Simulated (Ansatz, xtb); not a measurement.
Molecule: sum formula ZnO$_{2}$H$_{2}$, net charge 0, singlet state. SMILES: [OH][Zn][OH]
Structure (B3LYP-D3(BJ)/def2-TZVP (Ansatz, an electronic-structure program) minimum search):
```xyz
5

Zn    -0.0001     0.0083     0.0015
O      1.1532     0.1724    -1.3393
H      1.8905     0.7656    -1.1673
O     -1.1515    -0.3325     1.3103
H     -1.9018     0.2678     1.3544
```
Charge 0, spin multiplicity 1.

Harmonic wavenumbers from GFN2-xTB (xtb, at its own minimum), cm⁻¹: 112, 205, 209, 441, 526, 666, 697, 3675, 3682.

**Question.** Give the harmonic wavenumbers at B3LYP-D3(BJ)/def2-TZVP (Ansatz, finite differences of forces, unscaled).

**Answer.** 142, 169, 178, 599, 734, 792, 794, 3842, 3842 cm⁻¹. Zero-point energy 15.9 kcal/mol.

**Question.** From these and the geometry, give the ideal-gas thermochemistry at 298.15 K and 1 atm (rigid rotor, harmonic oscillator).

**Answer.** Point group C2, rotational symmetry number 2. Rotational constants 351.4, 4.542, 4.538 GHz. S(trans) 39.70, S(rot) 19.95, S(vib) 8.72, S(elec, spin only) 0.00, S 68.4 cal/(mol K). H(298) - H(0) 3.80 kcal/mol; G - E(el) -0.7 kcal/mol.
